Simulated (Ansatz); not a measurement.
(AgBr)2 ring (Ag2Br2). Charge 0, multiplicity 1. Geometry r2SCAN-D4/def2-SVP.

```csv
atom,x (Å),y (Å),z (Å)
Ag1,0.967,0.577,-0.789
Br2,1.188,-1.880,0.079
Ag3,-0.967,-0.577,0.789
Br4,-1.189,1.880,-0.079
```

In the def2 sets Ag takes a core potential; there is no spin–orbit coupling. LC-ωPBE has ω = 0.4 bohr⁻¹. HSE06 is defined as in plane-wave codes, on full-range PBE exchange.

Question: Estimate the orbital energies around the gap (eV) in Ansatz with LDA (SPW92)/def2-TZVP, PBE-D4/def2-TZVPD, HSE06-D4/def2-TZVP, LC-ωPBE/def2-TZVP, ωB97X-V/def2-TZVP.

Answer: 
```json
{"orbital": "HOMO−13", "LDA (SPW92)/def2-TZVP": "-9.53", "PBE-D4/def2-TZVPD": "-9.26", "HSE06-D4/def2-TZVP": "-10.44", "LC-ωPBE/def2-TZVP": "-13.75", "ωB97X-V/def2-TZVP": "-13.42"}
{"orbital": "HOMO−12", "LDA (SPW92)/def2-TZVP": "-9.09", "PBE-D4/def2-TZVPD": "-8.85", "HSE06-D4/def2-TZVP": "-10.29", "LC-ωPBE/def2-TZVP": "-13.65", "ωB97X-V/def2-TZVP": "-13.35"}
{"orbital": "HOMO−11", "LDA (SPW92)/def2-TZVP": "-9.08", "PBE-D4/def2-TZVPD": "-8.81", "HSE06-D4/def2-TZVP": "-10.10", "LC-ωPBE/def2-TZVP": "-13.43", "ωB97X-V/def2-TZVP": "-13.13"}
{"orbital": "HOMO−10", "LDA (SPW92)/def2-TZVP": "-8.94", "PBE-D4/def2-TZVPD": "-8.71", "HSE06-D4/def2-TZVP": "-10.09", "LC-ωPBE/def2-TZVP": "-13.36", "ωB97X-V/def2-TZVP": "-13.07"}
{"orbital": "HOMO−9", "LDA (SPW92)/def2-TZVP": "-8.66", "PBE-D4/def2-TZVPD": "-8.41", "HSE06-D4/def2-TZVP": "-9.75", "LC-ωPBE/def2-TZVP": "-12.98", "ωB97X-V/def2-TZVP": "-12.72"}
{"orbital": "HOMO−8", "LDA (SPW92)/def2-TZVP": "-8.48", "PBE-D4/def2-TZVPD": "-8.24", "HSE06-D4/def2-TZVP": "-9.68", "LC-ωPBE/def2-TZVP": "-12.95", "ωB97X-V/def2-TZVP": "-12.69"}
{"orbital": "HOMO−7", "LDA (SPW92)/def2-TZVP": "-8.21", "PBE-D4/def2-TZVPD": "-8.00", "HSE06-D4/def2-TZVP": "-9.45", "LC-ωPBE/def2-TZVP": "-12.68", "ωB97X-V/def2-TZVP": "-12.43"}
{"orbital": "HOMO−6", "LDA (SPW92)/def2-TZVP": "-8.19", "PBE-D4/def2-TZVPD": "-7.97", "HSE06-D4/def2-TZVP": "-9.39", "LC-ωPBE/def2-TZVP": "-12.63", "ωB97X-V/def2-TZVP": "-12.38"}
{"orbital": "HOMO−5", "LDA (SPW92)/def2-TZVP": "-8.04", "PBE-D4/def2-TZVPD": "-7.80", "HSE06-D4/def2-TZVP": "-8.79", "LC-ωPBE/def2-TZVP": "-11.90", "ωB97X-V/def2-TZVP": "-11.59"}
{"orbital": "HOMO−4", "LDA (SPW92)/def2-TZVP": "-7.47", "PBE-D4/def2-TZVPD": "-7.24", "HSE06-D4/def2-TZVP": "-7.98", "LC-ωPBE/def2-TZVP": "-11.01", "ωB97X-V/def2-TZVP": "-10.66"}
{"orbital": "HOMO−3", "LDA (SPW92)/def2-TZVP": "-7.14", "PBE-D4/def2-TZVPD": "-6.94", "HSE06-D4/def2-TZVP": "-7.70", "LC-ωPBE/def2-TZVP": "-10.76", "ωB97X-V/def2-TZVP": "-10.42"}
{"orbital": "HOMO−2", "LDA (SPW92)/def2-TZVP": "-6.84", "PBE-D4/def2-TZVPD": "-6.61", "HSE06-D4/def2-TZVP": "-7.41", "LC-ωPBE/def2-TZVP": "-10.29", "ωB97X-V/def2-TZVP": "-10.03"}
{"orbital": "HOMO−1", "LDA (SPW92)/def2-TZVP": "-6.72", "PBE-D4/def2-TZVPD": "-6.52", "HSE06-D4/def2-TZVP": "-7.30", "LC-ωPBE/def2-TZVP": "-10.29", "ωB97X-V/def2-TZVP": "-9.97"}
{"orbital": "HOMO", "LDA (SPW92)/def2-TZVP": "-6.52", "PBE-D4/def2-TZVPD": "-6.29", "HSE06-D4/def2-TZVP": "-7.02", "LC-ωPBE/def2-TZVP": "-9.84", "ωB97X-V/def2-TZVP": "-9.57"}
{"orbital": "LUMO", "LDA (SPW92)/def2-TZVP": "-3.69", "PBE-D4/def2-TZVPD": "-3.39", "HSE06-D4/def2-TZVP": "-2.82", "LC-ωPBE/def2-TZVP": "-0.38", "ωB97X-V/def2-TZVP": "-0.57"}
{"orbital": "LUMO+1", "LDA (SPW92)/def2-TZVP": "-3.29", "PBE-D4/def2-TZVPD": "-2.99", "HSE06-D4/def2-TZVP": "-2.41", "LC-ωPBE/def2-TZVP": "0.05", "ωB97X-V/def2-TZVP": "-0.11"}
{"orbital": "LUMO+2", "LDA (SPW92)/def2-TZVP": "-1.13", "PBE-D4/def2-TZVPD": "-0.93", "HSE06-D4/def2-TZVP": "-0.56", "LC-ωPBE/def2-TZVP": "1.45", "ωB97X-V/def2-TZVP": "1.32"}
{"orbital": "LUMO+3", "LDA (SPW92)/def2-TZVP": "-0.37", "PBE-D4/def2-TZVPD": "-0.22", "HSE06-D4/def2-TZVP": "0.28", "LC-ωPBE/def2-TZVP": "2.16", "ωB97X-V/def2-TZVP": "2.05"}
{"orbital": "LUMO+4", "LDA (SPW92)/def2-TZVP": "-0.19", "PBE-D4/def2-TZVPD": "-0.13", "HSE06-D4/def2-TZVP": "0.32", "LC-ωPBE/def2-TZVP": "2.42", "ωB97X-V/def2-TZVP": "2.33"}
{"orbital": "LUMO+5", "LDA (SPW92)/def2-TZVP": "0.06", "PBE-D4/def2-TZVPD": "-0.06", "HSE06-D4/def2-TZVP": "0.62", "LC-ωPBE/def2-TZVP": "2.71", "ωB97X-V/def2-TZVP": "2.55"}
```
